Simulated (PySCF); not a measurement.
## Frontier orbitals and the lowest excitations

Compound: W(NtBu)2Cl2, C₈H₁₈Cl₂N₂W (singlet state).
Geometry (PBE0-D3(BJ)/def2-SVP, Å), atoms numbered from 1 in this order:
```
atom  x, y, z in Å
W1    -1.6747    0.2486   -1.2668
N2    -1.7885    0.0705    0.4630
C3    -1.4227   -0.0927    1.8451
C4    -0.3412    0.9296    2.2061
C5    -0.9118   -1.5213    2.0570
C6    -2.6772    0.1488    2.6915
H7    -0.6961    1.9513    2.0057
H8    -0.0816    0.8537    3.2729
H9     0.5703    0.7601    1.6147
H10   -0.6445   -1.6779    3.1133
H11   -1.6856   -2.2523    1.7810
H12   -0.0219   -1.7122    1.4404
H13   -3.0621    1.1663    2.5305
H14   -3.4674   -0.5659    2.4192
H15   -2.4470    0.0257    3.7610
N16   -0.0137    0.1691   -1.7701
C17    1.4183    0.0807   -1.8228
C18    1.9259   -0.8925   -0.7569
C19    1.9861    1.4838   -1.5884
C20    1.7916   -0.4245   -3.2206
H21    1.4729   -1.8857   -0.8933
H22    3.0194   -0.9959   -0.8235
H23    1.6758   -0.5327    0.2512
H24    3.0847    1.4674   -1.6499
H25    1.6024    2.1852   -2.3433
H26    1.6953    1.8563   -0.5948
H27    1.3591   -1.4205   -3.3960
H28    1.4050    0.2586   -3.9906
H29    2.8850   -0.4932   -3.3261
Cl30  -2.3988    2.3722   -1.7973
Cl31  -2.7182   -1.5714   -2.2189
```

Computed, not measured: PySCF 2.14.0, density-fitted response routines, TDDFT CAM-B3LYP/def2-SVPD, vertical, gas phase, core orbitals frozen in the response, def2 core potentials past Kr. Spin–orbit coupling is left out.

Kohn–Sham orbitals with the atoms that hold most of them (Löwdin shares over 4%, at most four atoms; ? is withheld):

```
orbital  ε (eV)                                atoms
 HOMO-3  -10.00    W1 17%, N16 16%, N2 15%, Cl30 12%
 HOMO-2   -9.36  Cl31 22%, Cl30 22%, N16 15%, N2 13%
 HOMO-1   -9.08    N2 22%, N16 19%, W1 13%, Cl31 12%
   HOMO   -8.54                                    ?
   LUMO       ?                                    ?
 LUMO+1    0.10      W1 50%, N16 22%, N2 6%, Cl30 5%
 LUMO+2    0.14    W1 50%, N2 20%, Cl31 10%, Cl30 9%
```

(1) Which atoms hold the HOMO, and with what shares?

(2) Give the leading atoms of the LUMO.

(3) What is the LUMO energy, and the HOMO–LUMO gap?

Results:

(1) N2 (bonded to C and W) 29%; N16 (bonded to C and W) 27%; W1 (bonded to 2 Cl and 2 N) 10%; Cl30 (bonded to W) 5%. By element: nitrogen 56%, tungsten 10%, chlorine 5% or more.

(2) W1 (bonded to 2 Cl and 2 N) 58%; Cl31 (bonded to W) 14%; Cl30 (bonded to W) 14%; N16 (bonded to C and W) 4%. By element: tungsten 58%, chlorine 28%, nitrogen 4% or more.

(3) ε(LUMO) = -1.02 eV; the gap is 7.53 eV (0.2765 hartree).

Question: The HOMO–LUMO gap is 7.53 eV. Where does the response calculation put the lowest singlet, and from which orbitals?

Answer: S1 is at 3.90 eV (f = 0.014), 3.63 eV below the gap, made of HOMO→LUMO (95%). 

Question: Give energy, strength and leading configuration of S1, S2 and S4, and follow the Löwdin shares of the leading atoms from the occupied to the empty orbital.

Answer: 
- S1 (3.90 eV, f 0.014), HOMO→LUMO (95%): N2 29% → at most 5%, N16 27% → 4%, W1 10% → 58%, Cl31 at most 6% → 14%; the Löwdin share of tungsten is 10% in HOMO and 58% in LUMO (ligand-to-metal charge transfer by this measure)
- S2 (4.35 eV, f 0.0085), HOMO-1→LUMO (88%): N2 22% → at most 5%, N16 19% → 4%, W1 13% → 58%, Cl31 12% → 14%; the Löwdin share of tungsten is 13% in HOMO-1 and 58% in LUMO (ligand-to-metal charge transfer by this measure)
- S4 (4.60 eV, f 0.0028), HOMO-2→LUMO (79%): Cl31 22% → 14%, Cl30 22% → 14%, W1 at most 13% → 58%; the Löwdin share of tungsten is at most 13% in HOMO-2 and 58% in LUMO

Löwdin shares depend on the basis, the more so with diffuse functions.
